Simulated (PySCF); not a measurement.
# Frontier orbitals and the lowest excitations

Species: C₅H₃N₃S.
Numbering: `[H]/[N:1]=[CH:2]\[C:3]#[C:4][c:5]1[n:6][cH:7][s:8][n:9]1` (hydrogens: H10 on N1; H11 on C2; H12 on C7)

Structure used (GFN2-xTB), in Å, numbered top down from 1:
```
atom  x, y, z in Å
N1    -3.760    0.366    0.180
C2    -2.886   -0.377   -0.342
C3    -1.481   -0.247   -0.215
C4    -0.299   -0.054   -0.049
C5     1.086    0.123    0.112
N6     1.978   -0.715   -0.481
C7     3.171   -0.347   -0.184
S8     3.188    1.057    0.843
N9     1.570    1.106    0.842
H10   -3.393    1.130    0.746
H11   -3.233   -1.207   -0.954
H12    4.061   -0.836   -0.523
```

Theory: PySCF, TDDFT PBE0/def2-SVPD, vertical, gas phase, core orbitals frozen in the response.

Kohn–Sham orbitals with the atoms that hold most of them (Löwdin shares over 4%, at most four atoms; ? is withheld):

```json
{"orbital": "LUMO+2", "ε (eV)": "-0.60", "atoms": "S8 61%, N9 11%, C7 8%, C3 4%"}
{"orbital": "LUMO+1", "ε (eV)": "-1.36", "atoms": "C7 27%, N6 20%, S8 14%, N1 9%"}
{"orbital": "LUMO", "ε (eV)": "-2.49", "atoms": "?"}
{"orbital": "HOMO", "ε (eV)": "-7.65", "atoms": "C3 19%, S8 18%, C4 16%, N1 12%"}
{"orbital": "HOMO-1", "ε (eV)": "-8.04", "atoms": "?"}
{"orbital": "HOMO-2", "ε (eV)": "-8.72", "atoms": "N6 25%, C4 20%, C3 19%, N9 11%"}
{"orbital": "HOMO-3", "ε (eV)": "-8.95", "atoms": "N6 30%, C3 17%, C4 17%, N9 11%"}
```

Give the leading atoms of the HOMO-1.

N1 (bonded to C and H) 63%; C2 (bonded to C, N and H) 11%; C3 (bonded to 2 C) 8%; H10 (bonded to N) 7%. By element: nitrogen 63% or more, carbon 19% or more, hydrogen 7% or more.

Give the leading atoms of the LUMO.

N9 (bonded to C and S) 18%; N1 (bonded to C and H) 14%; S8 (bonded to C and N) 14%; C3 (bonded to 2 C) 11%. By element: nitrogen 33% or more, sulfur 14%, carbon 11% or more.

The HOMO–LUMO gap is 5.16 eV. Where does the response calculation put the lowest singlet, and from which orbitals?

S1 is at 4.09 eV (f = 0.0017), 1.07 eV below the gap, made of HOMO-1→LUMO (88%), HOMO-1→LUMO+1 (9%). Its leading pair isn't HOMO and LUMO; the energies of that pair differ by 5.55 eV. Without the coupling terms of the response equations the lowest excitation would equal the gap.

Give energy, strength and leading configuration of S1, S2, S3, S5 and S8, and follow the Löwdin shares of the leading atoms from the occupied to the empty orbital.

- S1 (4.09 eV, f 0.0017), HOMO-1→LUMO (88%): N1 63% → 14%, C2 11% → at most 12%, N9 at most 8% → 18%
- S2 (4.64 eV, f 0.492), HOMO→LUMO (92%): C3 19% → 11%, S8 18% → 14%, N9 at most 13% → 18%, N1 12% → 14%
- S3 (4.70 eV, f 0.0002), HOMO-2→LUMO (87%): N6 25% → at most 12%, C4 20% → at most 12%, N9 11% → 18%, N1 at most 11% → 14%
- S5 (5.41 eV, f 0.069), HOMO→LUMO+1 (91%): C3 19% → at most 10%, S8 18% → 14%, C7 at most 13% → 27%, N6 at most 13% → 20%
- S8 (5.75 eV, f 0.0006), HOMO-1→LUMO+1 (74%): N1 63% → 9%, C2 11% → at most 10%, C7 at most 8% → 27%, N6 at most 8% → 20%

Löwdin shares depend on the basis, the more so with diffuse functions.
